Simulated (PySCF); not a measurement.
Record of a relaxation.

Species: C₅H₃O₂ (charge -1).
Numbering: `[CH:1]#[C:2]/[C:3]([O-:4])=[CH:5]/[CH:6]=[O:7]` (hydrogens: H8 on C1; H9 on C5; H10 on C6)
Bond orders are those of one Lewis drawing.

Computed by this run: PBE0-D3(BJ)/def2-SVP geometry optimisation, gas phase in PySCF; density fitting, grid level 2; the optimiser is geomeTRIC in internal coordinates, started from a GFN2-xTB structure. The frame can shift and turn from step to step; on so coarse a grid that alone can change the energy by a few meV, and forces under 0.02 eV/Å are noise.

Step 0: E = -9309.1020 eV, largest atomic force 1.063 eV/Å
```
atom  x, y, z in Å  |  force x, y, z in eV/Å
C1      2.749    0.418   -0.144    0.749   0.366   0.052
C2      1.629   -0.014   -0.209   -0.759  -0.607  -0.087
C3      0.302   -0.618   -0.294   -0.367  -0.522  -0.083
O4      0.220   -1.845   -0.494    0.138   0.054   0.005
C5     -0.733    0.316   -0.129    0.312   0.183   0.025
C6     -2.085   -0.033   -0.173   -1.034   0.243   0.048
O7     -3.063    0.717   -0.039    0.118  -0.079  -0.014
H8      3.716    0.828   -0.082    0.799   0.306   0.044
H9     -0.465    1.352    0.039    0.020   0.383   0.062
H10    -2.262   -1.117   -0.351    0.025  -0.326  -0.052
```

Step 1: E = -9309.1558 eV, largest atomic force 0.221 eV/Å
```
atom  x, y, z in Å  |  force x, y, z in eV/Å
C1      2.816    0.542   -0.025    0.216   0.044   0.010
C2      1.688    0.095   -0.090   -0.151   0.037   0.005
C3      0.323   -0.490   -0.177    0.119  -0.085  -0.017
O4      0.253   -1.714   -0.379   -0.041  -0.024  -0.002
C5     -0.719    0.449   -0.014   -0.035   0.108   0.019
C6     -2.089    0.083   -0.063    0.018  -0.110  -0.020
O7     -3.072    0.816    0.066   -0.045   0.041   0.007
H8      3.818    0.929    0.032   -0.085  -0.033  -0.007
H9     -0.468    1.500    0.158    0.004  -0.009  -0.001
H10    -2.235   -1.019   -0.243   -0.001   0.031   0.005
```

Step 2: E = -9309.1560 eV, largest atomic force 0.068 eV/Å
```
atom  x, y, z in Å  |  force x, y, z in eV/Å
C1      2.818    0.540   -0.025    0.001  -0.029  -0.002
C2      1.686    0.099   -0.089   -0.003  -0.018  -0.005
C3      0.322   -0.488   -0.176   -0.008   0.013   0.005
O4      0.239   -1.711   -0.378    0.064   0.023   0.003
C5     -0.718    0.457   -0.012   -0.013  -0.047  -0.008
C6     -2.085    0.079   -0.064   -0.007   0.040   0.008
O7     -3.072    0.808    0.064   -0.039  -0.005  -0.002
H8      3.820    0.921    0.031    0.003   0.009   0.000
H9     -0.468    1.508    0.159   -0.003  -0.010  -0.002
H10    -2.225   -1.023   -0.244    0.005   0.024   0.003
```

Step 3: E = -9309.1566 eV, largest atomic force 0.057 eV/Å
```
atom  x, y, z in Å  |  force x, y, z in eV/Å
C1      2.820    0.540   -0.025   -0.038  -0.043  -0.004
C2      1.687    0.100   -0.089    0.011   0.027   0.002
C3      0.324   -0.487   -0.176   -0.011   0.001   0.003
O4      0.248   -1.711   -0.378    0.017   0.015   0.002
C5     -0.720    0.454   -0.013   -0.011  -0.018  -0.004
C6     -2.089    0.080   -0.064    0.000   0.004   0.001
O7     -3.077    0.809    0.064    0.011   0.000  -0.001
H8      3.822    0.919    0.031    0.017   0.012   0.001
H9     -0.470    1.506    0.159    0.004   0.001   0.000
H10    -2.230   -1.020   -0.244    0.001   0.002   0.000
```

Step 4: E = -9309.1566 eV, largest atomic force 0.049 eV/Å
```
atom  x, y, z in Å  |  force x, y, z in eV/Å
C1      2.821    0.538   -0.025    0.011  -0.018  -0.001
C2      1.687    0.102   -0.088   -0.012   0.040   0.007
C3      0.324   -0.486   -0.175    0.020  -0.001  -0.003
O4      0.255   -1.709   -0.377   -0.024  -0.013   0.000
C5     -0.722    0.453   -0.013    0.017  -0.031  -0.004
C6     -2.091    0.079   -0.064    0.019   0.044   0.005
O7     -3.075    0.813    0.064   -0.021  -0.024  -0.004
H8      3.824    0.916    0.030   -0.003   0.002   0.000
H9     -0.473    1.505    0.159   -0.002  -0.001   0.000
H10    -2.234   -1.021   -0.245   -0.004   0.002   0.001
```

Step 5: E = -9309.1567 eV, largest atomic force 0.026 eV/Å
```
atom  x, y, z in Å  |  force x, y, z in eV/Å
C1      2.822    0.537   -0.025    0.021  -0.011   0.000
C2      1.687    0.103   -0.088   -0.015   0.022   0.004
C3      0.324   -0.485   -0.175    0.008  -0.007  -0.004
O4      0.253   -1.709   -0.377   -0.008  -0.007   0.001
C5     -0.722    0.454   -0.013    0.000   0.002   0.002
C6     -2.090    0.080   -0.064    0.002   0.003  -0.001
O7     -3.078    0.810    0.063   -0.001  -0.001   0.000
H8      3.825    0.914    0.030   -0.007   0.002   0.000
H9     -0.473    1.505    0.159    0.000   0.001   0.000
H10    -2.232   -1.020   -0.245   -0.001  -0.003   0.000
```

Q: Summarise the path.

A: The energy falls by 1.26 kcal/mol from step 0 to step 5; nine tenths of that is first reached at step 1. It never rises by more than 0.2 meV. The largest force goes from 1.063 to 0.026 eV/Å. Among the bonds C2–C3 changes most, from 1.461 to 1.487 Å; the atoms move by 0.043 Å rms after alignment.

The cost below is that of the whole optimisation. Hardware: one thread of an Intel Xeon Platinum 8259CL at 2.50 GHz, shared host with 96 logical CPUs at a one-minute load of 39. Cost: 43 s of wall time, 0.58 GiB resident at most.
